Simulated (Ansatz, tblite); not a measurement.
Forces on Si₄Cl₂ at its B3LYP-D4/def2-SVP geometry. Charge 0, multiplicity 1.

The xTB rows come from tblite. The restricted singlet is unstable towards broken spin symmetry in Hartree–Fock (as tested in another run); at PBE-D4/def2-TZVP this wasn't settled. The structure comes from a short search, and lower isomers may exist.

GFN1-xTB (tblite), largest force 0.53 eV/Å:

```xyz
6
positions Å, forces eV/Å
Si   -0.221   -0.879   -0.960    0.298    0.123    0.417
Si    0.219    0.881    0.958   -0.293   -0.121   -0.416
Si   -1.945   -0.237    0.543    0.320   -0.126    0.187
Si    1.945    0.235   -0.538   -0.323    0.126   -0.193
Cl   -0.518   -2.123    1.135   -0.218    0.177   -0.199
Cl    0.520    2.122   -1.138    0.217   -0.179    0.205
```

GFN2-xTB (tblite), largest force 1.58 eV/Å:

```
Si -0.278 0.207 -0.580
Si 0.283 -0.212 0.582
Si 0.114 0.381 -0.460
Si -0.121 -0.373 0.455
Cl 0.167 -1.246 0.958
Cl -0.165 1.244 -0.956
```

PBE-D4/def2-TZVP (Ansatz), largest force 0.55 eV/Å:

```
Si 0.128 0.190 0.496
Si -0.119 -0.189 -0.495
Si 0.242 -0.185 0.088
Si -0.249 0.185 -0.096
Cl -0.126 0.420 -0.304
Cl 0.124 -0.421 0.312
```
